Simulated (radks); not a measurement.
The bismuth anion Bi3-, [Rn], held by a Watson sphere: a shell of charge +3 at radius R that stands for the Madelung well of a crystal (potential energy -3/R inside, -3/r outside, in hartree with lengths in bohr). All-electron calculation, scalar-relativistic Kohn-Sham, LDA (Slater exchange, Perdew-Wang correlation), spin-unpolarised, spherical densities, point nucleus. Program: a radial shooting solver on a logarithmic mesh with Libxc functionals. Response by self-consistent Sternheimer equations with the Hartree and adiabatic LDA kernel, the relativistic mass of each level held fixed and spin-orbit coupling left out. The sphere does not respond.

| R (bohr) | e(5d) (eV) | e(6s) (eV) | e(6p) (eV) | <r> 6p (bohr) | sum of <r^2> (bohr^2) | X-ray form factor at sin(theta)/lambda = 0.3 1/angstrom | alpha (bohr^3) |
|---|---|---|---|---|---|---|---|
| 3.19 | -25.967 | -15.025 | -6.077 | 3.108 | 110.8 | 62.272 | 77.87 |
| 3.41 | -25.583 | -14.504 | -5.744 | 3.197 | 115.0 | 62.307 | 89.18 |
| 3.56 | -25.362 | -14.185 | -5.523 | 3.258 | 117.9 | 62.327 | 97.84 |
| 3.97 | -24.881 | -13.449 | -4.955 | 3.421 | 126.0 | 62.366 | 125.9 |
| 4.12 | -24.740 | -13.223 | -4.761 | 3.480 | 129.0 | 62.375 | 137.8 |
| 4.29 | -24.596 | -12.991 | -4.552 | 3.546 | 132.5 | 62.382 | 152.7 |
